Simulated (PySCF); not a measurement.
Ionisation energy of Hg by level of theory

Hg [Xe] 4f14 5d10 6s2 (1S) → Hg⁺ [Xe] 4f14 5d10 6s1 (2S), as a difference of total energies. Calculation: PySCF 2.14, in cc-pVDZ-PP with ECP60MDF (4s4p3d1f, 38 functions); scalar relativity through the core potential. Correlated levels: valence: 5s2 5p6 frozen. The calculations carry no spin-orbit coupling.

Question: Order these methods by the ionisation energy they give, lowest first.
A. MN15
B. CCSD(T) (valence)
C. MP2 (valence)
D. SCS-MP2 (valence)

Answer: B (10.027 eV), D (10.072 eV), C (10.122 eV), A (10.617 eV).

Errors of the correlated levels include the incompleteness of this basis and the frozen core.

For comparison: 10.438 eV (measured; NIST Atomic Spectra Database, ionization energies).
